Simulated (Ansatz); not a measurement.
Ansatz (a quantum-chemistry and plane-wave program) input:

Ansatz 0.2 input:
```yaml
crystal:
  periodic: [false, false, false]
  atoms:
    - {symbol: B, position_ang: [-0.02703457, -0.07509924, 0.56928949]}
    - {symbol: F, position_ang: [1.16465345, -0.50045187, 0.21108337]}
    - {symbol: C, position_ang: [-1.06947433, 0.48527479, -0.44364211]}
    - {symbol: H, position_ang: [-2.09689543, 0.38650503, -0.09670412]}
    - {symbol: H, position_ang: [-0.96345684, 0.02310764, -1.43067193]}
    - {symbol: H, position_ang: [-0.86951002, 1.55830167, -0.55696903]}
basis:
  gaussian:
    orbitals: aug-cc-pVDZ
magnetization: {spin_polarized: true, initial_magnetization: 1}
correlation: {method: ccsd_t, electrons: outside_noble_gas}
output: {forces: true}
```

Predict the final energy.

-164.20545 Eh (CCSD(T)/aug-cc-pVDZ). The basis has 96 functions.

It need not be the lowest isomer of its formula.
